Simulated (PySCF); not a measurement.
Property card for `CC(Br)=C=O`

Species: C3H3BrO.
Numbering: `[CH3:1][C:2]([Br:3])=[C:4]=[O:5]` (hydrogens: H6, H7, H8 on C1)

PBE0-D3(BJ)/def2-SVP geometry optimisation, gas phase (PySCF):

```yaml
Point_group: Cs
Rotational_constants_A_B_C: 5.248, 2.067, 1.497 GHz
```

From PBE0/def2-SVPD ground state, ΔSCF and vertical TDDFT (core frozen in the response) (PySCF):

```yaml
Dipole_moment: 1.89 D
HOMO_energy: -6.66 eV
LUMO_energy: -2.09 eV
HOMO–LUMO_gap: 4.57 eV
Lowest_singlet_excitation: 2.69 eV (461 nm, f = 0.000)
Strongest_line_among_the_10_lowest_singlet_transitions: S7 at 6.96 eV (178 nm, f = 0.104)
Lowest_triplet_excitation_Tamm–Dancoff: 2.24 eV
Static_isotropic_polarisability: 61.3 au
Vertical_ionisation_energy: 8.77 eV
Vertical_electron_affinity: 0.14 eV
Electronic_spatial_extent_⟨r²⟩_about_the_centre_of_nuclear_charge: 719 bohr²
```

From PBE0/pcSseg-1 ground state and GIAO shieldings, non-relativistic (PySCF):

```yaml
Lowest_Hirshfeld_atomic_charge: -0.14 e on O5
Highest_Hirshfeld_atomic_charge: +0.18 e on C4
13C_chemical_shifts_computed_TMS_as_zero_by_class: 209.0 (C4), 44.2 (C2), 16.8 (C1) ppm
1H_chemical_shifts_computed_TMS_as_zero_by_class: 2.03 (H6/H7/H8) ppm
Isotropic_shieldings_of_nuclei_other_than_C_and_H_by_class: -86 (O5), 2308 (Br3) ppm
Mayer_bond_orders_between_heavy_atoms: C1–C2 1.02, C2–Br3 1.04, C2–C4 1.62, C4–O5 2.15
```

From B3LYP/pcJ-1 Br:pcSseg-1 indirect spin-spin coupling, non-relativistic, gas phase (PySCF):

```yaml
Largest_of_the_computed_one-bond_spin–spin_couplings_means_over_like_bonds: 13C–13C +141.6 (C2–C4), 13C–1H +139.7 (C1–H6 and 2 like it), 13C–13C +59.6 (C1–C2), 17O–13C +25.5 (O5–C4) Hz
```

Monoisotopic mass (most abundant isotopes): 133.9367 u.

1 of the 10 computed singlets lies in the visible range (750 to 380 nm, 1.65 to 3.26 eV), with an oscillator strength of 0.000. With B = h/(8π²I), that is 505.379 GHz u Å² over I, the principal moments of inertia are 96.3, 244.5 and 337.6 u Å² (most abundant isotopes); the inertial defect Ic − Ia − Ib is -3.2 u Å² (zero for a rigid planar frame, negative otherwise). A dipole of 1.89 D is allowed in Cs, and pure rotational transitions are dipole-allowed. From the two ΔSCF values, the fundamental gap I − A is 8.63 eV and the Mulliken electronegativity (I + A)/2 is 4.46 eV.

Geometry: PBE0-D3(BJ)/def2-SVP; no solvent or vibrations. The calculation is non-relativistic and has no spin–orbit coupling, an omission that weighs most on bromine. Atoms bound to Br lack the heavy atom's spin–orbit term in their shielding, so their NMR values are less reliable. NMR classes are plain means over equivalent atoms (diastereotopic ones count apart unless rotation or inversion swaps them), as if these changed places fast; in this geometry the members of some classes differ.
